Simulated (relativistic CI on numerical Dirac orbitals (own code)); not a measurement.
A ladder of approximations for the levels of Sr⁵⁺

Calculated with a relativistic CI code on KLI orbitals (one set per configuration, finite nucleus), adding one ingredient at a time: step 1, Dirac-Coulomb, each configuration alone; step 2, with Breit and QED terms; step 3, with configuration mixing; step 4, with scaled Slater integrals (0.9); step 5, with a P86 correlation estimate; step 6, tied to the ionisation limit. P86 is a density functional for the correlation energy, evaluated here for each configuration and added to its levels. Step 6 is semi-empirical: configurations made of the next ion and one excited electron move by -13896 cm⁻¹, so that their limit matches the tabulated ionisation energy, and those with a non-penetrating f or g electron also take the P86 value of the least penetrating other one.

Configuration list (outside the closed core [Ar] 3d10): 4s²4p³, 4s4p⁴, 4s²4p²5s, 4s²4p²4d, 4p⁵, 4s4p³4d, 4s²4p²4f, 4s4p³4f, 4s²4p²5p, 4s²4p²5d, 4p⁴4d, 4s²4p²6s, 4s4p²4d², 4s²4p4d², 4s²4d²5s, 4s²4d³, 4s4p4d³, 4s²4d²4f, 4s4p4d²4f, 4p³4d², 4p²4d²5s, 4p²4d³, 4p²4d²4f.

Computed minus measured energy above the ground level, in cm⁻¹, for 8 of the 17 excited levels that pair in every step (one J of a term; a digit in brackets numbers repeated terms):

```tsv
Configuration	Term	J	Measured	Step 1	Step 2	Step 3	Step 4	Step 5	Step 6
4s²4p³	2D°	3/2	20135	4896	4937	2733	477	501	470
4s²4p³	2P°	1/2	38531	7519	7481	3386	-54	-37	-49
4s4p⁴	4P	5/2	153171	5892	5615	-2658	73	631	-620
4s4p⁴	2D	3/2	188319	25632	25297	362	694	1407	-1420
4s²4p²5s	4P	1/2	327320	442	488	12963	9220	14591	744
4s²4p²5s	2P	1/2	338240	1992	1933	14540	10140	15500	1659
4s²4p²5s	2D	5/2	355820	4078	3870	16331	10935	16304	2459
4s²4p²5s	2S	1/2	378990	8849	8644	16601	9315	14687	940
```

Mean absolute errors in cm⁻¹, over all paired levels and for the configurations:

```csv
"Configuration, levels",Step 1,Step 2,Step 3,Step 4,Step 5,Step 6
"all, 17",6855,6677,8142,4850,7528,1071
"4s²4p³, 4",6093,6038,2904,291,295,285
"4s4p⁴, 5",13841,13483,1824,337,850,1035
"4s²4p²5s, 8",2871,2742,14710,9950,15319,1486
```

Measured levels: Sansonetti, J. Phys. Chem. Ref. Data 41, 013102 (2012).

The mean absolute error is lowest at step 6 (1071 cm⁻¹), and the largest single drop is from step 5 to 6 (7528 to 1071). Terms of the ground configuration are off by 6093 at first, 2904 with mixing and 291 after scaling, which stands in for the correlation that narrows term splittings. Mixing lowers the ground level by 14745; relative to it the configurations that move most are 4s4p⁴ by -15047, 4s²4p²5s by +11968. The P86 estimate moves 4s²4p²5s by +5369, 4s4p⁴ by +621, and takes the mean absolute error of the excited configurations from 6253 to 9754; it adds to levels that were already too high. Step 6 takes that error from 9754 to 1312; the error more than halves for 4s²4p²5s.
